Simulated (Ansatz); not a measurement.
Basis sets compared for the cluster Al₆As (the lowest doublet isomer of a short search). Total charge 0; doublet. Geometry PBE0-D4/def2-SVP. Ansatz on 4 threads of Arm Neoverse V2 on a shared host; times are rough, and most runs start from earlier orbitals.

| atom | x (Å) | y (Å) | z (Å) |
| --- | --- | --- | --- |
| As1 | 1.6023 | 1.7264 | -0.7666 |
| Al2 | -1.4793 | -1.0471 | -1.0069 |
| Al3 | 1.0771 | -0.6171 | -1.2242 |
| Al4 | 0.9198 | 0.4254 | 1.3454 |
| Al5 | -0.8137 | 1.4305 | -0.5782 |
| Al6 | -1.6508 | 0.1162 | 1.4529 |
| Al7 | 0.3445 | -2.0344 | 0.7775 |

At PBE0-D4/def2-SVP, PBE0-D4/def2-TZVP, PBE0-D4/def2-TZVPD the charge 0 doublet is spin-contaminated (final ⟨S²⟩ up to 0.97, 0.75 for a pure state). The structure comes from a short search, and lower isomers may exist.

Binding counts from free atoms (As quartet, Al doublet) in the same basis, without a counterpoise term.

| level | functions | energy (Eh) | HOMO (eV) | LUMO (eV) | binding per atom (eV) | wall time |
| --- | --- | --- | --- | --- | --- | --- |
| PBE-D4/def2-SVP | 140 | -3688.6670 | -4.48 | -3.94 | 2.42 | 5.5 s |
| PBE-D4/def2-TZVP | 270 | -3689.4628 | -4.36 | -3.82 | 2.44 | 12 s |
| PBE0-D4/def2-SVP | 140 | -3688.8448 | -5.28 | -3.39 | 2.31 | 8.5 s |
| PBE0-D4/def2-TZVP (with forces) | 270 | -3689.6342 | -5.13 | -3.24 | 2.34 | 39 s |

**Question.** Estimate the rows for PBE-D4/def2-TZVPD, PBE0-D4/def2-TZVPD.

**Answer.** 
```
             level  functions  energy (Eh)  HOMO (eV)  LUMO (eV)  binding per atom (eV)  wall time
 PBE-D4/def2-TZVPD        312   -3689.4642      -4.36      -3.83                   2.44       17 s
PBE0-D4/def2-TZVPD        312   -3689.6357      -5.13      -3.24                   2.34       26 s
```
